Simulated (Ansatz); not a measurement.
`F[CH2][GaH][SiH3]`, one more setting.

```yaml
crystal:
  periodic: [false, false, false]
  atoms:
    - {symbol: F, position_ang: [-1.034014, 2.328750, -1.706229]}
    - {symbol: C, position_ang: [-1.117658, 1.285738, -0.791161]}
    - {symbol: Ga, position_ang: [0.624982, 0.365560, -0.496603]}
    - {symbol: Si, position_ang: [0.740107, -1.479880, 1.061673]}
    - {symbol: H, position_ang: [-1.501438, 1.691229, 0.153356]}
    - {symbol: H, position_ang: [-1.869958, 0.574023, -1.153731]}
    - {symbol: H, position_ang: [1.891411, 0.859072, -1.283378]}
    - {symbol: H, position_ang: [1.699937, -1.169759, 2.159268]}
    - {symbol: H, position_ang: [1.225358, -2.710653, 0.375014]}
    - {symbol: H, position_ang: [-0.575628, -1.795379, 1.684591]}
basis:
  gaussian: {orbitals: cc-pVDZ}
hamiltonian: {xc: {name: wB97X}}
scf: {lower_state_search: off}
```

```sh
$ ansatz run in.yaml --threads 4 --pin off --events-out ev --progress --plain --max-ram 10444MiB
```

It prints (some lines left out):

```
Functional definition: wB97X
1022 factors; integrals over basis functions are off by at most 9.8e-4 eV
325 factors; integrals over basis functions are off by at most 6.6e-6 eV
mean field evaluation 1: about -64104.1467 eV, gradient 2.5e1 eV
mean field evaluation 2: about -64105.0329 eV, gradient 2.0e1 eV
mean field evaluation 4: about -64105.6883 eV, gradient 1.3e0 eV
mean field evaluation 8: about -64105.7714 eV, gradient 5.4e-2 eV
mean field evaluation 16: about -64105.7714 eV, gradient 3.2e-5 eV
mean field -64105.77138729 eV, -2355.8436460305 hartree, gradient 7.1e-6 eV, S^2 0.000000; 0 other end points of the search recorded, 0 dependent functions left out
reference -64105.77135106 eV, -2355.8436446991 hartree; 33, 33 occupied and 70, 70 virtual orbitals, 1022 factors
Total energy: -64105.77135106 eV, -2355.8436446991 hartree
Checks for a lower state left out: stability, starts, cluster_reference, orbital_swaps, neighbouring_geometries, increment
```

Hardware: 4 threads of an Arm Neoverse V1 on a shared host. Wall time 2 s, peak host memory 0.46 GiB.
